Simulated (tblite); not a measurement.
C7H9O (doublet state).
Numbering: `[O:1][CH2:2][C@:3]12[CH2:4][C@@H:5]3[C@H:6]([CH2:7]1)[C@H:8]23` (hydrogens: H9, H10 on C2; H11, H12 on C4; H13 on C5; H14 on C6; H15, H16 on C7; H17 on C8)

Computed with GFN2-xTB (tblite), gas phase: L-BFGS steps from a force-field or distance-geometry start until the largest atomic force falls under 0.01 eV/Å.

Step 47: E = -639.0093 eV
```
atom  x, y, z in Å  |  force x, y, z in eV/Å
O1      2.5412   -0.0891   -1.1562   -0.049   0.024  -0.028
C2      1.4705    0.6613   -1.1846    0.041  -0.034   0.011
C3      0.3001    0.1359   -0.3205   -0.013   0.004  -0.026
C4     -0.2138   -1.3009   -0.4284   -0.001  -0.024   0.012
C5     -0.6124   -1.1360    1.0261   -0.027   0.010   0.008
C6     -1.0951    0.2987    1.1827   -0.028   0.006   0.004
C7     -0.9801    0.9627   -0.1774   -0.017   0.013   0.015
C8      0.3680   -0.0253    1.2317   -0.009   0.007  -0.002
H9      0.9978    0.6147   -2.1991    0.076   0.047   0.047
H10     1.6521    1.7310   -0.9346   -0.002  -0.029  -0.050
H11     0.5979   -2.0141   -0.5404    0.000  -0.031  -0.043
H12    -1.0025   -1.4895   -1.1574    0.028  -0.028  -0.017
H13    -0.8911   -1.9205    1.7081    0.016  -0.008   0.014
H14    -1.7298    0.6168    1.9916   -0.003   0.018   0.027
H15    -0.7882    2.0299   -0.0857   -0.018   0.013  -0.007
H16    -1.7665    0.7843   -0.9114   -0.005   0.005   0.019
H17     1.1450    0.1524    1.9457    0.012   0.005   0.015
```

Step 48: E = -639.0098 eV
```
atom  x, y, z in Å  |  force x, y, z in eV/Å
O1      2.5413   -0.0874   -1.1534    0.038  -0.028  -0.020
C2      1.4716    0.6611   -1.1838   -0.027  -0.027   0.031
C3      0.3003    0.1364   -0.3207   -0.054  -0.004  -0.035
C4     -0.2140   -1.3008   -0.4289   -0.011  -0.027   0.016
C5     -0.6133   -1.1365    1.0265   -0.011   0.010  -0.006
C6     -1.0957    0.2987    1.1836   -0.027   0.005  -0.011
C7     -0.9809    0.9629   -0.1770   -0.014   0.017   0.011
C8      0.3671   -0.0251    1.2307   -0.007  -0.010   0.013
H9      1.0030    0.6129   -2.1982    0.042   0.040   0.002
H10     1.6505    1.7306   -0.9389    0.013   0.023  -0.027
H11     0.5977   -2.0145   -0.5430   -0.013  -0.017  -0.031
H12    -1.0033   -1.4890   -1.1581    0.038  -0.023  -0.006
H13    -0.8900   -1.9219    1.7097    0.019   0.016  -0.007
H14    -1.7287    0.6177    1.9937   -0.001   0.013   0.017
H15    -0.7886    2.0307   -0.0853   -0.024  -0.006  -0.007
H16    -1.7682    0.7845   -0.9107    0.008   0.009   0.027
H17     1.1442    0.1518    1.9439    0.030   0.011   0.032
```

Q: Estimate the geometry and energy of step 49. (The exact step hangs on the optimiser's Hessian estimate; all steps are aligned on step 48, rigid shifts and turns removed.)

A: E = -639.0102 eV, largest force 0.058 eV/Å
```
atom  x, y, z in Å  |  force x, y, z in eV/Å
O1      2.5392   -0.0913   -1.1560    0.046  -0.026  -0.018
C2      1.4722    0.6605   -1.1831   -0.041  -0.019   0.036
C3      0.2995    0.1365   -0.3214   -0.049  -0.005  -0.023
C4     -0.2137   -1.3015   -0.4286   -0.013  -0.021   0.013
C5     -0.6134   -1.1363    1.0270    0.001   0.006  -0.010
C6     -1.0967    0.2988    1.1835   -0.016   0.003  -0.012
C7     -0.9819    0.9629   -0.1772   -0.011   0.013   0.007
C8      0.3666   -0.0240    1.2304   -0.009  -0.015   0.015
H9      1.0033    0.6175   -2.1971    0.035   0.035  -0.011
H10     1.6533    1.7294   -0.9361    0.019   0.017  -0.022
H11     0.5986   -2.0149   -0.5440   -0.018  -0.008  -0.020
H12    -1.0023   -1.4907   -1.1583    0.034  -0.021  -0.002
H13    -0.8883   -1.9221    1.7107    0.018   0.024  -0.012
H14    -1.7294    0.6181    1.9941    0.002   0.010   0.011
H15    -0.7892    2.0308   -0.0860   -0.025  -0.009  -0.005
H16    -1.7691    0.7847   -0.9109    0.005   0.007   0.026
H17     1.1443    0.1537    1.9430    0.020   0.008   0.027
```

The energy changes by -0.0005 eV. The first-order estimate −F·Δx gives -0.0005 eV and the mean of the old and new forces, exact on a quadratic surface, -0.0004 eV. The step makes an angle of 71° with the force vector and moves no atom by more than 0.005 Å.

The cost below is that of the whole relaxation. Time: 0.33 s. Hardware: an Arm Neoverse V2 with one thread, shared host with 96 logical CPUs at a one-minute load of 69.
